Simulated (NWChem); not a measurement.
Everything below was run with NWChem. System: CuI, charge 0, spin multiplicity 1, at a geometry optimised with PBE/def2-SVP with def2 effective core potentials on I. The structure started from a generated list of species. Level: CR-EOMCCSD(T)/def2-SVPD with def2 effective core potentials on I, 13 core orbitals frozen.

Input file:

```
start mol
memory heap 100 mb stack 700 mb global 1900 mb
geometry units angstroms nocenter noautoz
  Cu     0.000000     0.000000    -1.533080
  I      0.000000     0.000000     0.838855
  symmetry group C2v
end
basis spherical
  * library def2-svpd
end
ecp
  I library def2-ecp
end
scf
  rhf
  nopen 0
  maxiter 100
  thresh 1e-7
  semidirect memsize 60000000 filesize 0
end
tce
  freeze core 13
  creomsd(t)
  nroots 1
  2eorb
  2emet 13
  thresh 1e-5
  maxiter 200
  tilesize 24
end
task tce energy
```

NWChem printed:

```
             Northwest Computational Chemistry Package (NWChem) 7.3.0
             --------------------------------------------------------

                                NWChem Input Module
                                -------------------

 Scaling coordinates for geometry "geometry" by  1.889725989
 (inverse scale =  0.529177249)

 Turning off AUTOSYM since
 SYMMETRY directive was detected!

                             Geometry "geometry" -> ""
                             -------------------------

 Output coordinates in angstroms (scale by  1.889725989 to convert to a.u.)

  No.       Tag          Charge          X              Y              Z
 ---- ---------------- ---------- -------------- -------------- --------------
    1 Cu                  29.0000     0.00000000     0.00000000    -1.53308000
    2 I                   53.0000     0.00000000     0.00000000     0.83885500

 Effective nuclear repulsion energy (a.u.)     342.9037607323

            Nuclear Dipole moment (a.u.)
            ----------------------------
        X                 Y               Z
 ---------------- ---------------- ----------------
     0.0000000000     0.0000000000    -0.0000094486

      Symmetry information
      --------------------

 Group name             C2v
 Group number             16
 Group order               4
 No. of unique centers     2

      Symmetry unique atoms

     1    2


 Summary of "ao basis" -> "" (spherical)
 ------------------------------------------------------------------------------
       Tag                 Description            Shells   Functions and Types
 ---------------- ------------------------------  ------  ---------------------
 *                         def2-svpd                  on all atoms

 Summary of "ao basis" -> "ao basis" (spherical)
 ------------------------------------------------------------------------------
       Tag                 Description            Shells   Functions and Types
 ---------------- ------------------------------  ------  ---------------------
 Cu                        def2-svpd                12       34   5s4p2d1f
 I                         def2-svpd                13       35   5s5p3d

                                 NWChem SCF Module
                                 -----------------

  ao basis        = "ao basis"
  functions       =    69
  atoms           =     2
  closed shells   =    27
  open shells     =     0
  charge          =   0.00
  wavefunction    = RHF
  use symmetry    = T
  symmetry adapt  = T

 Summary of "ao basis" -> "ao basis" (spherical)
 ------------------------------------------------------------------------------
       Tag                 Description            Shells   Functions and Types
 ---------------- ------------------------------  ------  ---------------------
 Cu                        def2-svpd                12       34   5s4p2d1f
 I                         def2-svpd                13       35   5s5p3d

      Symmetry analysis of basis
      --------------------------

        a1         31
        a2          6
        b1         16
        b2         16

 Forming initial guess at       0.1s

      Superposition of Atomic Density Guess
      -------------------------------------

 Sum of atomic energies:       -1985.81220757

      Non-variational initial energy
      ------------------------------

 Total energy =   -1935.173680
 1-e energy   =   -3122.310135
 2-e energy   =    1025.389398
 HOMO         =      -0.361286
 LUMO         =      -0.147610
[...]
   0.0933064002216   0.1331704349298    3.62375     0.3     0.3

 Iteration   4 using    4 trial vectors
   0.0690001619851   0.1257167086331    3.42093     0.3     0.3

 Iteration   5 using    5 trial vectors
   0.0606306768260   0.1190998596858    3.24087     0.3     0.3

 Iteration   6 using    6 trial vectors
   0.0787799545087   0.1073729946708    2.92177     0.3     0.3

 Iteration   7 using    7 trial vectors
   0.0351939864244   0.1047951288773    2.85162     0.3     0.3

 Iteration   8 using    8 trial vectors
   0.0182917424393   0.1036768156332    2.82119     0.3     0.3

 Iteration   9 using    9 trial vectors
   0.0079901004016   0.1033629281721    2.81265     0.3     0.3

 Iteration  10 using   10 trial vectors
   0.0046013534921   0.1034874060284    2.81604     0.3     0.3

 Iteration  11 using   11 trial vectors
   0.0020767098815   0.1033804527729    2.81313     0.3     0.3

 Iteration  12 using   12 trial vectors
   0.0009819836012   0.1033646635179    2.81270     0.3     0.3

 Iteration  13 using   13 trial vectors
   0.0004659748105   0.1033786126333    2.81308     0.3     0.3

 Iteration  14 using   14 trial vectors
   0.0002429416109   0.1033687811608    2.81281     0.3     0.3

 Iteration  15 using   15 trial vectors
   0.0001299294410   0.1033698834056    2.81284     0.3     0.3

 Iteration  16 using   16 trial vectors
   0.0000762573535   0.1033719019213    2.81289     0.3     0.3

 Iteration  17 using   17 trial vectors
   0.0000447282641   0.1033706977815    2.81286     0.3     0.3

 Iteration  18 using   18 trial vectors
   0.0000194374301   0.1033707809339    2.81286     0.3     0.3

 Iteration  19 using   19 trial vectors
   0.0000091387930   0.1033711631254    2.81287     0.3     0.3
 --------------------------------------------------------------
 Iterations converged
 ------------------

 Excited state root  1
 Excitation energy / hartree =        0.103371163125421
                   / eV      =        2.812873665123550
 largest EOMCCSD amplitudes: R1 and R2

 Singles contributions
    28a1  (alpha) ---    20b1  (alpha)        0.6144446962
    28a1  (alpha) ---    26b1  (alpha)        0.6014229390
    35a1  (alpha) ---    20b1  (alpha)        0.3008393867
    35a1  (alpha) ---    26b1  (alpha)        0.1976430651

 Doubles contributions
======= CR-EOMCCSD(T) calculation ======
corresponding R0 value =     0.000000

CR-EOMCCSD(T) Intermediates cpu wall time             0.6            0.6
 creom_N i2_1 nr of boxes                   168
 creom_N i2_2 nr of boxes                   168
 creom_N i2_3 nr of boxes                   168
 creom_N i2_4 nr of boxes                   168

CR-EOMCCSD(T) triples loop cpu wall             2.6            2.6

 CR-EOMCCSD(T)  total energy / hartree       =     -1935.705622580636145
 CR-EOMCCSD(T)  excitation energy (eV)       =      3.13803

 =========================================
 Excited-state calculation ( b2  symmetry)
 =========================================
 Dim. of EOMCC iter. space      500

 EOMCCSD SOLVER TYPE  1
  maxdiff =   0.31604045704720879

 No. of initial right vectors    1

 EOM-CCSD right-hand side iterations
 --------------------------------------------------------------
      Residuum       Omega / hartree  Omega / eV    Cpu    Wall
 --------------------------------------------------------------

 Iteration   1 using    1 trial vectors
   0.4223673074526   0.2191697361751    5.96391     0.4     0.4

 Iteration   2 using    2 trial vectors
   0.1116783183461   0.1425716427394    3.87957     0.3     0.3

 Iteration   3 using    3 trial vectors
   0.0933064002216   0.1331704349298    3.62375     0.3     0.3

 Iteration   4 using    4 trial vectors
   0.0690001619851   0.1257167086331    3.42093     0.3     0.3

 Iteration   5 using    5 trial vectors
   0.0606306768260   0.1190998596858    3.24087     0.3     0.3

 Iteration   6 using    6 trial vectors
   0.0787799545087   0.1073729946708    2.92177     0.3     0.3

 Iteration   7 using    7 trial vectors
   0.0351939864244   0.1047951288774    2.85162     0.3     0.3

 Iteration   8 using    8 trial vectors
   0.0182917424393   0.1036768156332    2.82119     0.3     0.3

 Iteration   9 using    9 trial vectors
   0.0079901004016   0.1033629281722    2.81265     0.3     0.3

 Iteration  10 using   10 trial vectors
   0.0046013534921   0.1034874060284    2.81604     0.3     0.3

 Iteration  11 using   11 trial vectors
   0.0020767098815   0.1033804527729    2.81313     0.3     0.3

 Iteration  12 using   12 trial vectors
   0.0009819836012   0.1033646635179    2.81270     0.3     0.3

 Iteration  13 using   13 trial vectors
   0.0004659748105   0.1033786126334    2.81308     0.3     0.3

 Iteration  14 using   14 trial vectors
   0.0002429416109   0.1033687811608    2.81281     0.3     0.3

 Iteration  15 using   15 trial vectors
   0.0001299294410   0.1033698834056    2.81284     0.3     0.3

 Iteration  16 using   16 trial vectors
   0.0000762573535   0.1033719019213    2.81289     0.3     0.3

 Iteration  17 using   17 trial vectors
   0.0000447282641   0.1033706977815    2.81286     0.3     0.3

 Iteration  18 using   18 trial vectors
   0.0000194374301   0.1033707809339    2.81286     0.3     0.3

 Iteration  19 using   19 trial vectors
   0.0000091387930   0.1033711631254    2.81287     0.3     0.3
 --------------------------------------------------------------
 Iterations converged
 ------------------

 Excited state root  1
 Excitation energy / hartree =        0.103371163125435
                   / eV      =        2.812873665123917
 largest EOMCCSD amplitudes: R1 and R2

 Singles contributions
    28a1  (alpha) ---    21b2  (alpha)       -0.6144446962
    28a1  (alpha) ---    27b2  (alpha)        0.6014229390
    35a1  (alpha) ---    21b2  (alpha)       -0.3008393867
    35a1  (alpha) ---    27b2  (alpha)        0.1976430651

 Doubles contributions
======= CR-EOMCCSD(T) calculation ======
corresponding R0 value =     0.000000

CR-EOMCCSD(T) Intermediates cpu wall time             0.6            0.6
 creom_N i2_1 nr of boxes                   168
 creom_N i2_2 nr of boxes                   168
 creom_N i2_3 nr of boxes                   168
 creom_N i2_4 nr of boxes                   168

CR-EOMCCSD(T) triples loop cpu wall             2.6            2.6

 CR-EOMCCSD(T)  total energy / hartree       =     -1935.705622580636145
 CR-EOMCCSD(T)  excitation energy (eV)       =      3.13803

 Task  times  cpu:       45.9s     wall:       45.9s

 Total times  cpu:       45.9s     wall:       45.9s
```
